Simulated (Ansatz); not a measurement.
Consider the formal exchange of groups at the Si–O bond: `[OH][Ga]([OH])[O][SiH3]` + `CB(N)[SiH3]` → `NB([SiH3])C[SiH3]` + `[OH][Ga]([OH])[OH]`.

Calculated with Ansatz (gas phase, PBE0-D4/def2-TZVP geometries, no zero-point term in ΔE). CCSD(T)/CBS adds triple-zeta CCSD(T) − MP2 to the extrapolated MP2 energy (def2 sets, frozen cores). DFT in def2-TZVPP. B3LYP here is the variant with VWN-RPA as its local correlation; programs differ in this. For Ga outer-core shells are correlated without core-valence functions, which leaves a few kJ/mol of doubt a bond. Scalar relativity is left out up to krypton. One conformer a species, not always the lowest.

`[OH][Ga]([OH])[O][SiH3]`:

```xyz
10

O     1.937    0.058    1.136
Ga    1.002    0.585   -0.269
O     1.704    1.665   -1.485
O    -0.661    0.020   -0.454
Si   -1.721   -0.933    0.348
H     2.829    0.413    1.155
H     1.096    1.878   -2.197
H    -2.984   -0.977   -0.432
H    -1.194   -2.317    0.495
H    -2.008   -0.391    1.704
```

`CB(N)[SiH3]`:

Z-matrix (Å, degrees):
```
C
B 1 1.573
H 1 1.095 2 110.8
H 1 1.095 2 113.7 3 121.7
H 1 1.095 2 110.7 3 -116.7
N 2 1.392 1 120.4 3 -121.9
Si 2 2.029 1 121.5 3 58.1
H 6 1.006 2 123.8 1 -180.0
H 6 1.009 2 122.7 1 0.1
H 7 1.492 2 111.7 1 59.2
H 7 1.494 2 112.3 1 179.6
H 7 1.492 2 111.6 1 -60.0
```

`NB([SiH3])C[SiH3]`:

Cartesian coordinates in Å:
```
N 1.650 0.135 -1.014
B 0.468 -0.357 -0.463
Si 0.577 -1.976 0.752
C -0.896 0.361 -0.756
Si -1.229 1.695 0.525
H 2.555 -0.264 -0.832
H 1.682 0.932 -1.630
H -0.166 -3.131 0.166
H 1.987 -2.420 0.972
H -0.025 -1.713 2.091
H -1.746 -0.328 -0.719
H -0.908 0.854 -1.735
H -1.184 1.135 1.903
H -2.566 2.313 0.316
H -0.199 2.765 0.424
```

`[OH][Ga]([OH])[OH]`:

Z-matrix (Å, degrees):
```
Ga
O 1 1.774
O 1 1.774 2 120.0
O 1 1.774 2 120.0 3 -179.9
H 2 0.960 1 113.2 3 -0.0
H 3 0.960 1 113.2 2 -180.0
H 4 0.960 1 113.2 2 -0.0
```

(1) Is it downhill or uphill in electronic energy at CCSD(T)/CBS, and by how much? (An estimate is asked.)

(2) What do these levels give: B3LYP-D4, ωB97X-V, MP2/def2-TZVPP, SCS-MP2/def2-TZVPP, CCSD/def2-TZVPP, HF/CBS(def2)? (Estimate.)

Largest T1 diagnostic among the species: 0.014.

## Answers

(1) Ansatz gave: Uphill: ΔE = +92.2 kJ/mol.

(2) The calculation gave: B3LYP-D4 94.9, ωB97X-V 92.3, MP2/def2-TZVPP 93.1, SCS-MP2/def2-TZVPP 99.3, CCSD/def2-TZVPP 97.4, HF/CBS(def2) 123.0 kJ/mol.

The D4 term adds −5.1 kJ/mol with B3LYP and −2.9 kJ/mol with PBE0; it sums over pairs of atoms, weighted by their polarisabilities, and B3LYP, whose exchange is more repulsive, gets the larger term. From PBE to PBE0 (25 % exact exchange), in def2-TZVPP and without D4, ΔE moves by +5.7 kJ/mol. In def2-TZVPP, CCSD(T) changes the Hartree–Fock value by −27.7 kJ/mol (the triples alone add −4.0 kJ/mol) and MP2 by −28.1 kJ/mol.
